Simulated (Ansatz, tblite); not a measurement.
Removing and adding an electron: AlCl2(SiH3) (AlSiH3Cl2). The state is a singlet with charge 0. Geometry: PBE0-D4/def2-SVP. Ansatz, gas phase; energy differences of separate SCF runs; the oxidised species was run as a doublet alone; the reduced species was run as a doublet alone.

```xyz
7

Al   -0.792    0.462    0.911
Cl   -0.446    2.314    1.839
Cl   -2.513   -0.578    1.517
Si    0.705   -0.415   -0.791
H     0.677   -1.910   -0.794
H     2.103    0.054   -0.547
H     0.267    0.073   -2.136
```

The xTB rows come from tblite.

Question: Estimate orbital energies and vertical ionisation energies and electron affinities at: GFN1-xTB; GFN2-xTB; PBE-D4/def2-TZVP; PBE-D4/def2-TZVPD; r2SCAN-D4/def2-TZVP; r2SCAN-D4/def2-TZVPD; PBE0-D4/def2-TZVP; PBE0-D4/def2-TZVPD.

Answer: 
```csv
level,−HOMO (eV),vertical IE (eV),−LUMO (eV),vertical EA (eV),HOMO–LUMO gap (eV),IE − EA (eV),remarks
GFN1-xTB,11.65,13.89,7.20,4.75,4.44,9.14,–
GFN2-xTB,10.28,12.90,6.68,4.24,3.60,8.66,–
PBE-D4/def2-TZVP,7.21,9.94,2.63,–,4.59,–,–
PBE-D4/def2-TZVPD,7.25,–,2.69,0.47,4.57,–,HOMO above zero (-1 doublet)
r2SCAN-D4/def2-TZVP,7.48,10.11,2.44,–,5.05,–,–
r2SCAN-D4/def2-TZVPD,7.50,–,2.47,0.49,5.03,–,HOMO above zero (-1 doublet)
PBE0-D4/def2-TZVP,8.35,10.26,1.90,–,6.45,–,–
PBE0-D4/def2-TZVPD,8.37,–,1.94,0.46,6.43,–,HOMO above zero (-1 doublet)
```

   A HOMO above zero means that the electron is unbound at that level or that self-interaction error raises the level; the energy of removing that electron tells which. Raw xTB energy differences between charge states are shifted by several eV; the methods need an empirical correction for them.
